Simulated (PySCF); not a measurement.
A calculated (M06-L, PySCF 2.14, cc-pVDZ-DK, scalar relativity by spin-free X2C-1e) atom or ion has these occupied shells.

```json
{"shell": "1s α", "electrons": "1", "orbital energy (eV)": "-6451.9", "rms radius, mean of both spins (bohr)": "0.0704"}
{"shell": "1s β", "electrons": "1", "orbital energy (eV)": "-6451.8", "rms radius, mean of both spins (bohr)": "0.0704"}
{"shell": "2s α", "electrons": "1", "orbital energy (eV)": "-761.97", "rms radius, mean of both spins (bohr)": "0.302"}
{"shell": "2s β", "electrons": "1", "orbital energy (eV)": "-759.06", "rms radius, mean of both spins (bohr)": "0.302"}
{"shell": "2p α", "electrons": "3", "orbital energy (eV)": "-643.97", "rms radius, mean of both spins (bohr)": "0.273"}
{"shell": "2p β", "electrons": "3", "orbital energy (eV)": "-641.79", "rms radius, mean of both spins (bohr)": "0.273"}
{"shell": "3s α", "electrons": "1", "orbital energy (eV)": "-99.810", "rms radius, mean of both spins (bohr)": "0.914"}
{"shell": "3s β", "electrons": "1", "orbital energy (eV)": "-92.574", "rms radius, mean of both spins (bohr)": "0.914"}
{"shell": "3p α", "electrons": "3", "orbital energy (eV)": "-66.731", "rms radius, mean of both spins (bohr)": "0.985"}
{"shell": "3p β", "electrons": "3", "orbital energy (eV)": "-59.661", "rms radius, mean of both spins (bohr)": "0.985"}
{"shell": "3d α", "electrons": "5", "orbital energy (eV)": "-16.461", "rms radius, mean of both spins (bohr)": "1.32"}
{"shell": "4s α", "electrons": "1", "orbital energy (eV)": "-12.333", "rms radius, mean of both spins (bohr)": "2.92"}
```

(1) Name the element and its charge.

Results:

(1) Mn⁺ (manganese, charge +1), in [Ar] 3d5 4s1, high-spin 7S determinant.
